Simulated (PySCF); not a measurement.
Precursor series Zn NH2-CH3. All species are isolated molecules in the gas phase. One relaxed conformer stands for each flexible species; it need not be the lowest.

The numbers are results of PySCF with TPSSh-D3(BJ)/def2-TZVP // BP86-D3(BJ)/def2-SVP, not measurements. 

```tsv
species	LUMO (eV)	charge on the central atom (meta-Löwdin) (e)	HOMO–LUMO gap (eV)
0 of 2 NH2 replaced by CH3	-0.74	1.12	5.35
1 of 2 NH2 replaced by CH3 ([Zn(NH2)(CH3)])	-0.37	1.07	5.59
2 of 2 NH2 replaced by CH3 ([Zn(CH3)2])	-0.09	1.04	6.42
```
